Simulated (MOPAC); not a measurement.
MOPAC input (PM7):

```
PM7 1SCF UHF MS=0.5 GEO-OK AUX(PRECISION=9) THREADS=1
H2FO2Si

O     1.14632500 1   -0.77271000 1    0.67402600 1
Si   -0.00835500 1   -0.16987700 1   -0.33167100 1
O    -1.44350000 1   -0.24778000 1    0.45065500 1
F     0.23417800 1    1.38600800 1   -0.62329600 1
H     2.04185900 1   -0.87053700 1    0.33729900 1
H    -1.65508700 1   -1.06133900 1    0.91830000 1
```

From the output:

```
                                                       MOPAC v23.2.5 Linux

          FINAL HEAT OF FORMATION =       -209.01671 KCAL/MOL =    -874.52593 KJ/MOL

          COSMO AREA              =         97.54 SQUARE ANGSTROMS
          COSMO VOLUME            =         83.45 CUBIC ANGSTROMS

          IONIZATION POTENTIAL    =         10.299240 EV
          ALPHA SOMO LUMO (EV)    =        -10.299  0.023
          BETA  SOMO LUMO (EV)    =        -12.794 -1.590
          NO. OF ALPHA ELECTRONS  =         13
          NO. OF BETA  ELECTRONS  =         12
          MOLECULAR WEIGHT        =         81.0985         POINT GROUP:  C1

          MOLECULAR DIMENSIONS (Angstroms)

            Atom       Atom       Distance
            H     6    H     5     3.74718
            H     5    F     4     2.64069
           Si     2    O     1     0.73420

          SCF CALCULATIONS        =          1

   ATOM   CHEMICAL          X               Y               Z
  NUMBER   SYMBOL      (ANGSTROMS)     (ANGSTROMS)     (ANGSTROMS)

     1       O          1.14632500  *  -0.77271000  *   0.67402600  *
     2      Si         -0.00835500  *  -0.16987700  *  -0.33167100  *
     3       O         -1.44350000  *  -0.24778000  *   0.45065500  *
     4       F          0.23417800  *   1.38600800  *  -0.62329600  *
     5       H          2.04185900  *  -0.87053700  *   0.33729900  *
     6       H         -1.65508700  *  -1.06133900  *   0.91830000  *

                             CARTESIAN COORDINATES

   1    O        1.146325000    -0.772710000     0.674026000
   2   Si       -0.008355000    -0.169877000    -0.331671000
   3    O       -1.443500000    -0.247780000     0.450655000
   4    F        0.234178000     1.386008000    -0.623296000
   5    H        2.041859000    -0.870537000     0.337299000
   6    H       -1.655087000    -1.061339000     0.918300000

           Empirical Formula: H2 O2 Si F  =     6 atoms

      MOLECULAR POINT GROUP   :   C1

          ALPHA EIGENVALUES
 -40.54602 -30.60381 -30.49676 -18.39184 -18.24365 -16.20156 -15.89565 -15.32490
 -14.53008 -13.87890 -13.39130 -13.07855 -10.29924   0.02250   0.18901   2.38313
   5.06800   6.19537  22.31673  22.40463  22.70504  23.75360  24.03994

           BETA EIGENVALUES
 -40.50038 -30.38732 -30.21628 -18.32512 -18.26905 -16.22713 -15.62009 -15.33509
 -13.92977 -13.74740 -13.05130 -12.79407  -1.58999   0.27289   0.39606   2.29149
   5.10675   6.17952  22.79938  22.84338  23.15498  23.98193  24.32047

              NET ATOMIC CHARGES AND DIPOLE CONTRIBUTIONS

  ATOM NO.   TYPE          CHARGE      No. of ELECS.   s-Pop       p-Pop       d-Pop
    1          O          -0.560391        6.5604     1.73996     4.82043
    2         Si           0.621352        3.3786     0.70439     2.34010     0.33416
    3          O          -0.531255        6.5313     1.73685     4.79441
    4          F          -0.264197        7.2642     1.92640     5.33780
    5          H           0.365918        0.6341     0.63408
    6          H           0.368573        0.6314     0.63143
 DIPOLE           X         Y         Z       TOTAL
 POINT-CHG.     0.934    -2.963    -0.945     3.247
 HYBRID         0.103     0.251     0.353     0.445
 SUM            1.037    -2.712    -0.591     2.963

          ATOMIC ORBITAL ELECTRON POPULATIONS

     Atom    s        px        py        pz      x^2-y^2     xz        z^2       yz        xy
    1  O   1.73996   1.39145   1.84256   1.58642
    2 Si   0.70439   0.64097   0.75056   0.94857   0.08425   0.07764   0.04860   0.05218   0.07149
    3  O   1.73685   1.59307   1.51002   1.69132
    4  F   1.92640   1.91759   1.49031   1.92990
    5  H   0.63408
    6  H   0.63143

                    (SZ)    =    0.500000
                    (S**2)  =    0.752337

          ATOMIC ORBITAL SPIN POPULATIONS

    Atom   Total    s     px     py     pz   x^2-y^2  xz     z^2    yz     xy
         Atomic
    1  O  0.0643  0.004  0.003  0.026  0.031
    2 Si  0.8381  0.170 -0.001  0.149  0.519 -0.000 -0.001  0.001  0.002 -0.001
    3  O  0.0828  0.005  0.019  0.023  0.036
    4  F  0.0213  0.000 -0.001 -0.002  0.023
    5  H -0.0026 -0.003
    6  H -0.0040 -0.004

 **********************
 *                    *
 * JOB ENDED NORMALLY *
 *                    *
 **********************

 == MOPAC DONE ==
```

The geometry given is a B3LYP-D3(BJ)/def2-TZVP minimum.
